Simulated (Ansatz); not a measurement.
Mulliken charges of ClFH2SSn (`[F][SnH]([SH])[Cl]`) from PBE/def2-TZVPP in Ansatz (PBE0-D4/def2-TZVP geometry).

```json
{"atom": "F1", "x (Å)": "-1.817", "y (Å)": "0.321", "z (Å)": "-0.819", "charge (e)": "-0.422"}
{"atom": "Sn2", "x (Å)": "0.044", "y (Å)": "-0.034", "z (Å)": "-0.571", "charge (e)": "1.017"}
{"atom": "S3", "x (Å)": "0.794", "y (Å)": "1.204", "z (Å)": "1.301", "charge (e)": "-0.321"}
{"atom": "Cl4", "x (Å)": "0.077", "y (Å)": "-2.288", "z (Å)": "-0.081", "charge (e)": "-0.328"}
{"atom": "H5", "x (Å)": "0.828", "y (Å)": "0.318", "z (Å)": "-2.029", "charge (e)": "-0.084"}
{"atom": "H6", "x (Å)": "0.116", "y (Å)": "0.415", "z (Å)": "2.153", "charge (e)": "0.137"}
```

Q: By hand: the dipole of these point charges (1 e Å = 4.8032 D).

A: Σ q r = (0.478, 0.224, -0.161) e Å, of length 0.552 e Å = 2.65 D.

Q: How does the dipole of the full density compare? (An estimate is asked.)

A: Ansatz gave: (0.379, 0.149, -0.012) e Å, 1.96 D; the point charges give 1.35 times that, at 16° from its direction.

Point charges leave out the atoms' own dipoles, such as those of lone pairs, and Mulliken's split depends on the basis, so the two needn't agree.
